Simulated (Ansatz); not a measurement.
A calculation with Ansatz (development build ahead of 0.2.0).

```yaml
crystal:
  periodic: [false, false, false]
  atoms:
    - { symbol: C, position_ang: [0.04272, -0.40667, -4.43988] }
    - { symbol: C, position_ang: [-0.03464, 0.44266, -3.21713] }
    - { symbol: C, position_ang: [0.01415, -0.45387, -1.94211] }
    - { symbol: C, position_ang: [-0.01866, 0.4567, -0.65958] }
    - { symbol: C, position_ang: [0.01784, -0.38442, 0.60334] }
    - { symbol: C, position_ang: [-0.01384, 0.42588, 1.96171] }
    - { symbol: C, position_ang: [0.01226, -0.4516, 3.22574] }
    - { symbol: C, position_ang: [0.00097, 0.44568, 4.41936] }
    - { symbol: H, position_ang: [-0.04545, 0.21791, -5.38426] }
    - { symbol: H, position_ang: [0.86031, -1.06646, -4.47052] }
    - { symbol: H, position_ang: [-0.91758, -1.03964, -4.48851] }
    - { symbol: H, position_ang: [-0.86568, 1.04791, -3.15812] }
    - { symbol: H, position_ang: [0.85901, 1.12997, -3.19608] }
    - { symbol: H, position_ang: [0.85387, -1.10186, -1.87759] }
    - { symbol: H, position_ang: [-0.86156, -1.06039, -1.95616] }
    - { symbol: H, position_ang: [-0.83576, 1.10627, -0.63016] }
    - { symbol: H, position_ang: [0.86849, 1.13208, -0.64822] }
    - { symbol: H, position_ang: [0.90051, -1.11931, 0.60815] }
    - { symbol: H, position_ang: [-0.92655, -1.09784, 0.65095] }
    - { symbol: H, position_ang: [-0.84835, 1.07396, 1.87859] }
    - { symbol: H, position_ang: [0.89765, 1.11997, 1.94538] }
    - { symbol: H, position_ang: [0.89312, -1.1271, 3.21199] }
    - { symbol: H, position_ang: [-0.89459, -1.12564, 3.16351] }
    - { symbol: H, position_ang: [-0.04488, -0.20484, 5.34356] }
    - { symbol: H, position_ang: [0.90197, 1.05903, 4.55834] }
    - { symbol: H, position_ang: [-0.86457, 1.05734, 4.55432] }
basis:
  gaussian: { orbitals: def2-SVP }
hamiltonian:
  xc: hf
correlation:
  method: mp2
  frozen_orbitals: { C: 1, H: 0 }
output:
  forces: true
```

The input is written out in the form of the current development build from the run's settings.

Results

| Property | Result |
| --- | --- |
| Converged | yes |
| Reference energy | -313.17867 hartree |
| Correlation energy | -1.16299 hartree |
| Total energy | -314.34167 hartree |
| Spin squared of the determinant | 0.000 |
| Stability test | minimum among restricted orbitals |

Forces (eV/Å):
```
atom      Fx      Fy      Fz
  C1  -4.015   0.772  -1.948
  C2   4.144  -1.754   1.324
  C3  -0.763   3.610   0.482
  C4   2.536  -2.067  -0.318
  C5  -1.047  -1.869   1.709
  C6   2.949  -1.109  -1.842
  C7  -0.929   0.183  -1.710
  C8   0.685  -1.743   2.764
  H9   0.539  -0.640   0.802
 H10   1.578  -0.933  -0.078
 H11   1.282   0.503   0.083
 H12  -2.490   1.560  -0.089
 H13  -0.599  -0.385   0.070
 H14   1.273  -0.705  -0.212
 H15  -1.129  -0.882   0.119
 H16  -2.043   1.190  -0.189
 H17  -0.144  -0.325  -0.177
 H18  -0.870   1.023  -0.079
 H19   1.580   1.246  -0.293
 H20  -1.455   0.847   0.422
 H21  -0.891  -0.750   0.185
 H22  -0.169   0.327   0.020
 H23   0.681   0.551   0.389
 H24   0.229   0.488  -0.539
 H25   0.024   0.041  -0.393
 H26  -0.956   0.819  -0.503
```

Caution: no unrestricted run beside it, a lower state can exist.
